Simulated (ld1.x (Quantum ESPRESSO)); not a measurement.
Before and after: ultrasoft potential for Ag (Z = 47)

- Element: silver
- Generator: ld1.x (Quantum ESPRESSO) 7.5
- Type: ultrasoft
- Functional: PW91
- Relativity: scalar-relativistic
- Frozen core: [Kr]
- Valence charge: 11
- Reference configuration: 4d10 5s1 5p0
- Partial waves: 5s (bound): rcut 2.45, rcutus 2.80 bohr; 5s channel at 4.6 Ry: rcut 2.45, rcutus 2.80 bohr; 5p (bound, empty): rcut 2.75, rcutus 3.45 bohr; 5p channel at 3.05 Ry: rcut 2.75, rcutus 3.45 bohr; 4d (bound): rcut 1.50, rcutus 1.95 bohr; 4d channel at 2.85 Ry: rcut 1.50, rcutus 1.95 bohr; 4f channel at 0.45 Ry: rcut 2.35, rcutus 3.25 bohr; 4f channel at 2.1 Ry: rcut 2.35, rcutus 3.25 bohr
- Local potential: all-electron potential smoothed inside 3.10 bohr (lloc = -2)
- Core correction: Bessel-smoothed model core, default radius (core density twice the valence density)
- Augmentation charge: PSQ, inside the norm-conserving radii

Change: waves 5s (bound): rcut 2.45, rcutus 2.84 bohr; 5s channel at 4.6 Ry: rcut 2.45, rcutus 2.84 bohr.

Cutoffs: the cutoffs (Ry, on a coarse ladder) from which the occupation-weighted sum of valence levels, in a spherical-Bessel basis at the reference potential, stays within 10 and 1 mRy of its value at 400 Ry; they do not see the model core or the augmentation charge, which bear on the density cutoff. Errors are all-electron minus pseudo energies relative to the spin-unpolarised reference configuration.

Problem. Predict the effect on cutoff, ghosts and configuration errors.

Solution. The potential gets neither clearly harder nor softer (30 Ry and 50 Ry → 30 Ry and 50 Ry); of the 7 tests that both files solve, the error grows in 1 and shrinks in 2 by more than 15 % and 0.3 meV (median size 67.6 → 20.4 meV); neither file shows a bound ghost.

```tsv
quantity	base	changed
cutoff, loose	30 Ry	30 Ry
cutoff, tight	50 Ry	50 Ry
bound ghosts	none	none
error for 4d10 5s0 5p0, meV [ΔE 7.83 eV]	-19	-20
error for 4d9 5s0 5p0, meV [ΔE 30.02 eV]	-68	-66
error for 4d8 5s0 5p0, meV [ΔE 66.29 eV]	-275	-269
error for 4d9 5s2 5p0, meV [ΔE 4.07 eV]	-82	-20
error for 4d9 5s1 5p1, meV [ΔE 8.60 eV]	-89	-47
error for 4d10 5s0.5 5p0, meV [ΔE 3.05 eV]	-3.2	-4.4
error for 4d10 5s0 5p1, meV [ΔE 3.90 eV]	-3.1	-3.4
s: phases at 3.74 bohr within 0.05 rad from the reference energy up to (Ry; the scan ends near 5)	1.3	1.2
p: phases at 3.74 bohr within 0.05 rad from the reference energy up to (Ry; the scan ends near 5)	to the end of the scan	to the end of the scan
d: phases at 3.74 bohr within 0.05 rad from the reference energy up to (Ry; the scan ends near 5)	0.6	0.6
f: phases at 3.74 bohr within 0.05 rad from the reference energy up to (Ry; the scan ends near 5)	3.0	3.0
lowest overlap eigenvalue by channel	s 0.11, p 0.51, d 0.94, f 0.98	s 0.11, p 0.51, d 0.94, f 0.98
```
